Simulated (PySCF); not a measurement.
## Energy of Mn+ (manganese, charge +1) between two integer charges

The 4s alpha orbital of [Ar] 3d5 4s1 is emptied in steps (occupation f), with all orbitals relaxed, ending at [Ar] 3d5. Calculation: PySCF 2.14, in aug-cc-pVDZ (7s6p4d2f, 59 functions); the non-relativistic Hamiltonian (point nucleus). The exact energy is a straight line in f; departures are measured from the line between the end points of the same method.

Among PBE0, r2SCAN, LC-wPBE, which shows the largest delocalisation error (convex curve), and which is closest to linear?

Most convex: r2SCAN (-0.765 eV at f = 0.4); closest to linear: LC-wPBE (-0.043 eV).

```tsv
f	PBE0 (eV)	r2SCAN (eV)	LC-wPBE (eV)
1	0.000	0.000	0.000
0.8	-0.426	-0.515	-0.027
0.6	-0.642	-0.767	-0.040
0.4	-0.645	-0.765	-0.043
0.2	-0.431	-0.510	-0.032
0	0.000	0.000	0.000
```

```csv
method,E(f=0) − E(f=1) (eV),−ε at f=1 (eV),−ε at f=0.4 (eV)
PBE0,15.753,13.097,16.277
r2SCAN,15.916,12.674,16.553
LC-wPBE,15.524,15.350,15.540
```

Reference removal energy between the ground levels: 15.640 eV (measured; NIST Atomic Spectra Database, ionization energies).
